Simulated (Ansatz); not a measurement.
Program: Ansatz. Geometries: PBE0-D4/def2-TZVP. ΔE: electronic, gas phase. CCSD(T)/CBS is the MP2 limit (def2-TZVPP, def2-QZVPP) plus CCSD(T) − MP2 in def2-TZVPP, frozen cores. This one scheme is used for every species. Functionals use def2-TZVPP. One conformer a species, not always the lowest.

Consider the ligand exchange at the Al–N bond: `[SiH3][N]([SiH3])[AlH][Cl]` + dimethylamine → `C[N](C)[AlH][Cl]` + `[SiH3]N[SiH3]`.

Q: Is it downhill or uphill in electronic energy at CCSD(T)/CBS, and by how much? (Best estimate.)

A: Ansatz gave: Uphill: ΔE = +0.12 eV.

Q: What do these levels give: PBE0-D4, r2SCANh-D4, r2SCAN0-D4, ωB97X-V, r2SCAN, MP2/CBS(def2)? (Best estimate.)

A: Computed: PBE0-D4 0.12, r2SCANh-D4 0.11, r2SCAN0-D4 0.12, ωB97X-V 0.11, r2SCAN 0.10, MP2/CBS(def2) 0.12 eV.

Largest T1 diagnostic among the species: 0.011.

The D4 term adds +0.05 eV with B3LYP and +0.03 eV with PBE0; it sums over pairs of atoms, weighted by their polarisabilities, and B3LYP, whose exchange is more repulsive, gets the larger term. From BLYP to BHLYP (50 % exact exchange), in def2-TZVPP and without D4, ΔE moves by +0.06 eV. Leaving LDA and LC-ωPBE aside and taking each functional with its dispersion term where it has one, the values, not all of them listed here, spread over 0.06 eV, from B2PLYP to BHLYP-D4.

B3LYP here is the variant with VWN-RPA as its local correlation; programs differ in this.
